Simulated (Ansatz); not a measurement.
One change: `C=C[SiH](F)OC` becomes `C=C[SiH](F)S[SiH2]Cl`.

Ansatz, PBE0-D4/def2-TZVP geometries, multiplicity 1. Each molecule was computed in one conformer, which needn't be the lowest.

```json
{"property": "HOMO energy (B3LYP/def2-TZVPP) / eV", "`C=C[SiH](F)OC`": "-8.04"}
{"property": "LUMO energy (PBE0/def2-TZVPP) / eV", "`C=C[SiH](F)OC`": "-0.82"}
{"property": "size of the dipole moment (PBE/def2-TZVPP) / D", "`C=C[SiH](F)OC`": "1.94"}
{"property": "HOMO energy (ωB97M-V/def2-TZVPP) / eV", "`C=C[SiH](F)OC`": "-10.53"}
{"property": "LUMO energy (B3LYP/def2-TZVPP) / eV", "`C=C[SiH](F)OC`": "-1.03"}
{"property": "HOMO energy (PBE0/def2-TZVPP) / eV", "`C=C[SiH](F)OC`": "-8.27"}
```

Problem. What does the change do to each property? (An estimate is asked.)

Solution. The calculation gave: 
```json
{"property": "HOMO energy (B3LYP/def2-TZVPP) / eV", "`C=C[SiH](F)S[SiH2]Cl`": "-7.76", "shift": "0.28"}
{"property": "LUMO energy (PBE0/def2-TZVPP) / eV", "`C=C[SiH](F)S[SiH2]Cl`": "-1.11", "shift": "-0.29"}
{"property": "size of the dipole moment (PBE/def2-TZVPP) / D", "`C=C[SiH](F)S[SiH2]Cl`": "1.15", "shift": "-0.79"}
{"property": "HOMO energy (ωB97M-V/def2-TZVPP) / eV", "`C=C[SiH](F)S[SiH2]Cl`": "-10.19", "shift": "0.34"}
{"property": "LUMO energy (B3LYP/def2-TZVPP) / eV", "`C=C[SiH](F)S[SiH2]Cl`": "-1.29", "shift": "-0.26"}
{"property": "HOMO energy (PBE0/def2-TZVPP) / eV", "`C=C[SiH](F)S[SiH2]Cl`": "-8.03", "shift": "0.24"}
```

With PBE0 the HOMO rises by 0.24 eV and the LUMO falls by 0.29 eV, so the gap narrows by about 0.53 eV. PBE moves the HOMO by 0.05 eV and ωB97M-V by 0.34 eV. Dipoles are sizes alone; their direction can turn.

B3LYP here is the variant with VWN-RPA as its local correlation; programs differ in this.
